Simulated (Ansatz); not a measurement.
Basis sets compared for the cluster Si3Se4⁺ (the lowest doublet isomer of a short search). Charge 1, multiplicity 2. Geometry PBE-D4/def2-SVP. Ansatz on 4 threads of AMD EPYC 9B45 on a shared host; times are rough, and most runs start from earlier orbitals.

```xyz
7

Si    1.392   -1.582   -1.480
Si    0.254    1.141    1.190
Si   -1.388   -0.244   -0.969
Se    0.739    0.871   -1.148
Se   -1.737    0.081    1.322
Se   -0.731   -2.433   -1.447
Se    1.471    2.166    2.532
```

The structure comes from a short search, and lower isomers may exist.

| level | functions | energy (Eh) | HOMO (eV) | LUMO (eV) | wall time |
| --- | --- | --- | --- | --- | --- |
| PBE-D4/def2-SVP | 182 | -10471.2934 | -10.02 | -9.33 | 2.3 s |
| PBE0-D4/def2-SVP | 182 | -10471.6513 | -11.02 | -8.73 | 7 s |

Q: Estimate the rows for PBE-D4/def2-TZVP, PBE0-D4/def2-TZVP.

A: 
| level | functions | energy (Eh) | HOMO (eV) | LUMO (eV) | wall time |
| --- | --- | --- | --- | --- | --- |
| PBE-D4/def2-TZVP | 303 | -10472.7773 | -9.94 | -9.23 | 4.4 s |
| PBE0-D4/def2-TZVP | 303 | -10473.1364 | -10.91 | -8.59 | 13 s |
